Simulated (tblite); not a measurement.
Isomers of C4H10F2Si2. Calculated harmonic vibrations of the isolated species, GFN2-xTB (tblite), most abundant isotopes, no scaling. Against measured fundamentals such values can be off by several per cent, at times by over 20. Modes of hydrogen on silicon can be 10 to 20 % off. One conformer each.

Electronic energies: GFN2-xTB at the same geometries; isomer energies are rough at this level and their order can be wrong.

```
                      SMILES  electronic energy, lowest = 0 (kcal/mol)
   C[SiH2]/C=C(/[SiH3])C(F)F                                      38.5
 FC(F)[C@@H]1CC[SiH2][SiH2]1                                      20.7
    F/C=C/C[Si@@H](F)C[SiH3]                                       0.0
   C[SiH2]/C(=C\[SiH3])C(F)F                                      39.4
C[Si@@H]1C[SiH2][C@@H]1C(F)F                                      35.7
```

Question: How do GFN2-xTB zero-point energies change the relative energies?

Answer: 
| SMILES | ZPE (kcal/mol) | of it from modes above 1550 cm⁻¹ | electronic (kcal/mol) | with ZPE, lowest = 0 (kcal/mol) | lowest mode (cm⁻¹) | rings |
| --- | --- | --- | --- | --- | --- | --- |
| F/C=C/C[Si@@H](F)C[SiH3] | 77.4 | 41.3 | 0.0 | 0.0 | 19 | 0 |
| FC(F)[C@@H]1CC[SiH2][SiH2]1 | 79.9 | 38.0 | 20.7 | 23.2 | 53 | 1 |
| C[Si@@H]1C[SiH2][C@@H]1C(F)F | 79.4 | 39.7 | 35.7 | 37.7 | 33 | 1 |
| C[SiH2]/C=C(/[SiH3])C(F)F | 75.5 | 40.0 | 38.5 | 36.6 | 8 | 0 |
| C[SiH2]/C(=C\[SiH3])C(F)F | 75.3 | 39.8 | 39.4 | 37.3 | 33 | 0 |

The zero-point energies span 4.6 kcal/mol, from `C[SiH2]/C(=C\[SiH3])C(F)F` to `FC(F)[C@@H]1CC[SiH2][SiH2]1`. The lowest isomer stays, but the order above it changes.

Question: What do entropy and thermal enthalpy add at 298.15 K and 1 bar (rigid rotor, harmonic oscillator, one conformer each)?

Answer: 
```
                      SMILES  point group  symmetry number  S (cal/(mol K))  H − H(0) (kcal/mol)  ZPE + H − H(0) − TS (kcal/mol)
 FC(F)[C@@H]1CC[SiH2][SiH2]1           C1                1             98.0                 6.93                            57.6
C[Si@@H]1C[SiH2][C@@H]1C(F)F           C1                1            103.2                 7.49                            56.1
   C[SiH2]/C(=C\[SiH3])C(F)F           C1                1            110.1                 8.22                            50.7
```

Not tabulated: `F/C=C/C[Si@@H](F)C[SiH3]` (lowest mode only 19 cm⁻¹); `C[SiH2]/C=C(/[SiH3])C(F)F` (lowest mode only 8 cm⁻¹).
